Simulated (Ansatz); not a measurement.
Cost and result for the atomization energy of `C[As]1C[SiH2]1` (11 atoms, 11 bonds).

Cartesian coordinates in Å:
```
C -1.0390 0.9806 -1.0401
As -0.5436 -0.9280 -0.8561
C 1.2898 -0.6065 -0.0314
Si 0.0901 -0.7932 1.3634
H -0.6748 1.3391 -2.0039
H -2.1257 1.0655 -1.0178
H -0.6176 1.5964 -0.2452
H 1.9783 -1.4227 -0.2299
H 1.7156 0.3646 -0.2644
H 0.1898 -2.0167 2.1907
H -0.2627 0.4208 2.1348
```

Charge 0, multiplicity 1. Correlated methods include outer-core shells of As, which these sets cover unevenly. Scalar relativity is left out up to krypton. The structure was optimised at the PBE0-D4/def2-TZVP level. Program: Ansatz. All runs use 4 threads of an Intel Xeon Platinum 8375C on a shared host. Times are those of one run each, without the atoms' runs, and a repeat can differ threefold. Electronic energies, without spin–orbit coupling; frozen cores. CCSD(T)/CBS adds CCSD(T) − MP2 in def2-TZVPP to the MP2 limit, and its time is that of the two runs behind it. T1 = 0.011. With those shells the extrapolation isn't a true limit. B3LYP takes the VWN-RPA correlation (the form of Gaussian; ORCA's B3LYP/G).

CCSD(T)/CBS is a level of theory with its own doubt, some kJ/mol a heavy atom from the limit and from the frozen cores, so smaller differences don't rank the functionals.

| level | functions | wall time |
| --- | --- | --- |
| PBE-D4/def2-TZVPP (with forces) | 250 | 2.6 s |
| PBE0-D4/def2-TZVPP | 250 | 3.4 s |
| r2SCAN-D4/def2-TZVPP (with forces) | 250 | 4.7 s |
| B3LYP-D4/def2-TZVPP (with forces) | 250 | 5.5 s |
| B2PLYP/def2-TZVPP | 250 | 6 s |
| ωB97X-V/def2-TZVPP | 250 | 7.5 s |
| ωB97M-V/def2-TZVPP (with forces) | 250 | 11 s |
| MP2/def2-QZVPP | 483 | 25 s |
| CCSD(T)/def2-TZVPP | 250 | 110 s |
| CCSD(T)/CBS(def2) | – | 2.2 min |

**Question.** What atomization energy does each give, and how far from CCSD(T)/CBS? (Best estimate.)

**Answer.** Ansatz gave: 
```csv
level,atomization (kcal/mol),difference from CCSD(T)/CBS,per bond
PBE-D4/def2-TZVPP (with forces),903.8,12.4,1.1
PBE0-D4/def2-TZVPP,892.9,1.5,0.1
r2SCAN-D4/def2-TZVPP (with forces),894.7,3.3,0.3
B3LYP-D4/def2-TZVPP (with forces),892.7,1.3,0.1
B2PLYP/def2-TZVPP,880.4,-11.0,-1.0
ωB97X-V/def2-TZVPP,897.6,6.2,0.6
ωB97M-V/def2-TZVPP (with forces),892.3,0.9,0.1
MP2/def2-QZVPP,885.3,-6.1,-0.5
CCSD(T)/def2-TZVPP,869.4,-22.0,-2.0
CCSD(T)/CBS(def2),891.4,0.0,0.0
```

From PBE to PBE0 (25 % exact exchange), in def2-TZVPP and without D4, the atomization energy moves by −9.9 kcal/mol: exact exchange takes away binding that semilocal exchange gives to molecules. The D4 term adds +10.1 kcal/mol with B3LYP and +5.3 kcal/mol with PBE0; it sums over pairs of atoms, weighted by their polarisabilities, and B3LYP, whose exchange is more repulsive, gets the larger term. In def2-TZVPP, CCSD(T) changes the Hartree–Fock value by +224.4 kcal/mol (the triples alone add +13.3 kcal/mol) and MP2 by +227.5 kcal/mol; breaking electron pairs costs correlation energy, which Hartree–Fock lacks.
